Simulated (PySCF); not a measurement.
Species: AsH₃.
SMILES: `[AsH3]`

The closed-shell ground state was solved at several levels (PySCF, density fitting, gas phase). Geometry: PBE0-D3(BJ)/def2-SVP; no solvent, vibrations or thermal averaging. Relativistic effects, spin–orbit coupling among them, are left out although an element past zinc is present.

```json
{"level": "PBE0/pcSseg-3", "basis functions": "190", "total energy (Eh)": "-2237.4383", "HOMO (eV)": "-7.86", "LUMO (eV)": "0.06", "gap (eV)": "7.92", "dipole (D)": "0.32"}
{"level": "PBE0/cc-pVTZ", "basis functions": "85", "total energy (Eh)": "-2237.4269", "HOMO (eV)": "-7.84", "LUMO (eV)": "0.55", "gap (eV)": "8.39", "dipole (D)": "0.38"}
{"level": "PBE0/def2-SVP", "basis functions": "47", "total energy (Eh)": "-2237.1074", "HOMO (eV)": "-7.76", "LUMO (eV)": "0.84", "gap (eV)": "8.60", "dipole (D)": "0.50"}
{"level": "KT2/pcSseg-2", "basis functions": "105", "total energy (Eh)": "-2246.6560", "HOMO (eV)": "-6.78", "LUMO (eV)": "-0.39", "gap (eV)": "6.39", "dipole (D)": "0.30"}
{"level": "PBE/pcSseg-1", "basis functions": "56", "total energy (Eh)": "-2237.0895", "HOMO (eV)": "-6.70", "LUMO (eV)": "-0.12", "gap (eV)": "6.58", "dipole (D)": "0.43"}
{"level": "PBE0/STO-3G", "basis functions": "21", "total energy (Eh)": "-2212.1559", "HOMO (eV)": "-5.07", "LUMO (eV)": "6.35", "gap (eV)": "11.42", "dipole (D)": "1.07"}
{"level": "PBE/pcSseg-2", "basis functions": "105", "total energy (Eh)": "-2237.3681", "HOMO (eV)": "-6.74", "LUMO (eV)": "-0.36", "gap (eV)": "6.38", "dipole (D)": "0.31"}
{"level": "PBE0/aug-cc-pVDZ", "basis functions": "63", "total energy (Eh)": "-2237.3557", "HOMO (eV)": "-7.83", "LUMO (eV)": "-0.25", "gap (eV)": "7.58", "dipole (D)": "0.35"}
{"level": "PBE0/pcSseg-2", "basis functions": "105", "total energy (Eh)": "-2237.4282", "HOMO (eV)": "-7.85", "LUMO (eV)": "0.47", "gap (eV)": "8.32", "dipole (D)": "0.36"}
{"level": "CAM-B3LYP/pcSseg-1", "basis functions": "56", "total energy (Eh)": "-2237.5514", "HOMO (eV)": "-9.14", "LUMO (eV)": "1.85", "gap (eV)": "10.99", "dipole (D)": "0.40"}
{"level": "PBE0/def2-TZVP", "basis functions": "66", "total energy (Eh)": "-2237.3849", "HOMO (eV)": "-7.82", "LUMO (eV)": "0.66", "gap (eV)": "8.48", "dipole (D)": "0.33"}
{"level": "PBE0/pcSseg-0", "basis functions": "31", "total energy (Eh)": "-2234.8145", "HOMO (eV)": "-7.75", "LUMO (eV)": "0.96", "gap (eV)": "8.71", "dipole (D)": "1.12"}
```

Estimate the row for PBE0/6-31G, a basis of 33 functions; the other rows only guide the guess.

Total energy -2237.0050 Eh, HOMO -7.66 eV, LUMO 0.88 eV, gap 8.54 eV, dipole 0.93 D.

How much does the basis alone move the frontier levels among the 9 PBE0 rows (the withheld one included)?

The HOMO by 2.79 eV and the LUMO by 6.60 eV. By rising basis size (HOMO, LUMO in eV): STO-3G -5.07, 6.35; pcSseg-0 -7.75, 0.96; 6-31G -7.66, 0.88; def2-SVP -7.76, 0.84; aug-cc-pVDZ -7.83, -0.25; def2-TZVP -7.82, 0.66; cc-pVTZ -7.84, 0.55; pcSseg-2 -7.85, 0.47; pcSseg-3 -7.86, 0.06.

How far do the dipole and the HOMO energy spread over the levels?

The dipole runs from 0.30 to 1.12 D (mean 0.52 D) and the HOMO from -9.14 to -5.07 eV.
